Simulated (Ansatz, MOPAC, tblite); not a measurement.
Energy landscape of H3 (cation, charge +1), singlet: symmetric bend, bond length relaxed. Scanned: H-H-H angle. Other coordinates (H-H bond length) were minimised at PBE0/def2-TZVP. Each profile is relative to its own lowest point.

```json
[
 {"a / °": "180", "A": "59.1", "B": "0.0", "C": "65.0"},
 {"a / °": "169.94", "A": "58.7", "B": "0.3", "C": "64.4"},
 {"a / °": "159.58", "A": "57.5", "B": "1.5", "C": "62.7"},
 {"a / °": "147.89", "A": "55.1", "B": "3.3", "C": "59.3"},
 {"a / °": "138.07", "A": "52.0", "B": "5.1", "C": "55.2"},
 {"a / °": "130.12", "A": "48.8", "B": "6.5", "C": "51.0"},
 {"a / °": "121.11", "A": "44.1", "B": "7.9", "C": "45.4"},
 {"a / °": "108.55", "A": "35.8", "B": "9.1", "C": "35.9"},
 {"a / °": "99.77", "A": "28.8", "B": "9.4", "C": "28.4"},
 {"a / °": "88.19", "A": "18.5", "B": "8.8", "C": "17.9"},
 {"a / °": "78.24", "A": "9.6", "B": "7.6", "C": "9.1"},
 {"a / °": "72.28", "A": "5.0", "B": "6.8", "C": "4.7"},
 {"a / °": "60", "A": "0.0", "B": "5.6", "C": "0.0"}
]
```

Energies in mEh.

Which curve belongs to which method? The methods are CCSD on RHF/cc-pVQZ, frozen core (Ansatz, a program for electronic structure); GFN2-xTB, 300 K electronic temperature in tblite; PM6, restricted, heats of formation run with MOPAC.

A is PM6; B is GFN2-xTB; C is CCSD/cc-pVQZ.
